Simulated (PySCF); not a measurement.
Electron correlation in N(2+) (nitrogen, charge +2)

[He] 2s2 3s1, 2S determinant (an excited configuration). All numbers are calculated (PySCF 2.14, no relativity, point nucleus, in aug-cc-pVQZ (6s5p4d3f2g, 80 functions)). Frozen: 1s2; 3 electrons correlated.

```tsv
level	correlation energy (mhartree)
CCSD	-96.91
(T)	-2.11
CCSD(T)	-99.02
```

Diagnostics: T1 = 0.0098, D1 = 0.0230, largest double amplitude 0.142.

The outer electron is Rydberg-like, and this basis confines it to a smaller radius and binds it less than a complete one would.

Cost of the coupled-cluster step: of the order of 23 core-seconds, for 3 correlated electrons.

Iterations:

```
CC2 = 0
CCSD nocc = (np.int64(2), np.int64(1)), nmo = (79, 79)
frozen orbitals [[0], [0]]
max_cycle = 100
direct = 0
conv_tol = 1e-08
conv_tol_normt = 1e-06
diis_space = 8
diis_start_cycle = 0
Init t2, MP2 energy = -0.0675892794217269
Init E_corr(UCCSD) = -0.0675892794220957
cycle = 1  E_corr(UCCSD) = -0.0922747558335552  dE = -0.0246854764  norm(t1,t2) = 0.172545
cycle = 2  E_corr(UCCSD) = -0.11182497442472  dE = -0.0195502186  norm(t1,t2) = 0.309838
cycle = 3  E_corr(UCCSD) = -0.0834347525114244  dE = 0.0283902219  norm(t1,t2) = 0.565096
cycle = 4  E_corr(UCCSD) = -0.0979915303041616  dE = -0.0145567778  norm(t1,t2) = 0.0331134
cycle = 5  E_corr(UCCSD) = -0.0965409919273802  dE = 0.00145053838  norm(t1,t2) = 0.0398129
cycle = 6  E_corr(UCCSD) = -0.0966426469583534  dE = -0.000101655031  norm(t1,t2) = 0.00409611
cycle = 7  E_corr(UCCSD) = -0.0970709914809429  dE = -0.000428344523  norm(t1,t2) = 0.00699118
cycle = 8  E_corr(UCCSD) = -0.0969506841279588  dE = 0.000120307353  norm(t1,t2) = 0.00391575
cycle = 9  E_corr(UCCSD) = -0.0969092075062876  dE = 4.14766217e-05  norm(t1,t2) = 0.000906404
cycle = 10  E_corr(UCCSD) = -0.0969110783626315  dE = -1.87085634e-06  norm(t1,t2) = 7.6491e-05
cycle = 11  E_corr(UCCSD) = -0.0969113826599829  dE = -3.04297351e-07  norm(t1,t2) = 7.30227e-06
cycle = 12  E_corr(UCCSD) = -0.0969115088534174  dE = -1.26193434e-07  norm(t1,t2) = 2.00767e-06
cycle = 13  E_corr(UCCSD) = -0.0969114978486242  dE = 1.10047932e-08  norm(t1,t2) = 6.22461e-07
cycle = 14  E_corr(UCCSD) = -0.096911457987889  dE = 3.98607352e-08  norm(t1,t2) = 2.05846e-07
cycle = 15  E_corr(UCCSD) = -0.0969114571013321  dE = 8.86556856e-10  norm(t1,t2) = 4.08069e-08
UCCSD converged
E(UCCSD) = -51.90007555372235  E_corr = -0.09691145710133214
UCCSD(T) correction = -0.0021100891373468
```
